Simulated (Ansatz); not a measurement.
The same atomization along the group Mg, Zn, Cd.

Calculated with Ansatz (gas phase, PBE0-D4/def2-TZVP geometries, no zero-point term in ΔE). CCSD(T)/CBS adds triple-zeta CCSD(T) − MP2 to the extrapolated MP2 energy (def2 sets, frozen cores). This one scheme is used for every species, atoms too. DFT in def2-TZVPP. Open shells (•) are unrestricted, without spin–orbit coupling. Spin–orbit coupling would lower the free atoms: a little for O, Si. Elements past krypton have def2 core potentials. For Cd, Mg, Zn outer-core shells are correlated without core-valence functions, so the limit isn't a true one: a few kJ/mol of doubt a bond, and 10 to 20 or more in all where bonds break to atoms. Scalar relativity is left out up to krypton. Each species was taken in one conformer, which may not be the lowest.

```csv
reaction,B2PLYP (eV),CCSD(T)/def2-SVP (eV),CCSD(T)/CBS(def2) (eV)
`[SiH3][O][Mg][O][SiH3]` → 6 H• + 2 O• + 2 Si• + Mg (atom),37.50,35.29,38.40
`[SiH3][O][Zn][O][SiH3]` → 6 H• + 2 O• + 2 Si• + Zn (atom),35.51,33.36,36.26
`[SiH3][O][Cd][O][SiH3]` → 6 H• + 2 O• + 2 Si• + Cd (atom),34.12,32.04,34.87
```

Largest T1 diagnostic: 0.017, for Zn (atom).

For atomizations the MP2-based limit and the directly extrapolated one differ by several kJ/mol either way, and by 10 to 25 for some Ge, Se and Sn compounds, so smaller differences from it don't rank the levels.
